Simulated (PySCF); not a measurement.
# An isoelectronic set: 53 electrons

HF in PySCF with x2c-SVPall on every atom, spin-free X2C, for the lowest determinant that a PBE0 search found; no spin–orbit coupling. All have 53 electrons, 7 of them in the valence shells, and the same state, a doublet (π ↑). For ions De leads to the atom and ion picked by measured ionisation energies and electron affinities.

```json
{"species": "KSe", "difference of nuclear charges": "15", "Re (Å)": "3.019", "ωe (cm⁻¹)": "194", "k (mdyn/Å)": "0.581", "De (eV)": "1.38", "dissociates to": "K + Se", "Mayer bond order": "0.59"}
{"species": "KBr⁺", "difference of nuclear charges": "16", "Re (Å)": "3.548", "ωe (cm⁻¹)": "73.7", "k (mdyn/Å)": "0.0835", "De (eV)": "0.22", "dissociates to": "K⁺ + Br", "Mayer bond order": "0.13"}
{"species": "SrS⁺", "difference of nuclear charges": "22", "Re (Å)": "2.640", "ωe (cm⁻¹)": "322", "k (mdyn/Å)": "1.43", "De (eV)": "1.50", "dissociates to": "Sr⁺ + S", "Mayer bond order": "1.05"}
{"species": "HI⁺", "difference of nuclear charges": "52", "Re (Å)": "1.619", "ωe (cm⁻¹)": "2362", "k (mdyn/Å)": "3.29", "De (eV)": "2.19", "dissociates to": "H + I⁺", "Mayer bond order": "0.94"}
```

**Question.** Which member of the whole set has the stiffest bond, and how does it compare with the softest?

**Answer.** HI⁺ with k = 3.29 mdyn/Å, 39 times that of KBr⁺.

These are scalar-relativistic numbers at best; spin–orbit coupling would shift them, the dissociation energy most. For an ion De counts to the pair picked by the measured ionisation energies or electron affinities, which need not be the lowest pair at this level. Hartree–Fock leaves out correlation, which carries a large part of most bond energies and some tenths to 1 eV of ionisation energies. States were picked by a PBE0 search and need not be the measured ground states.
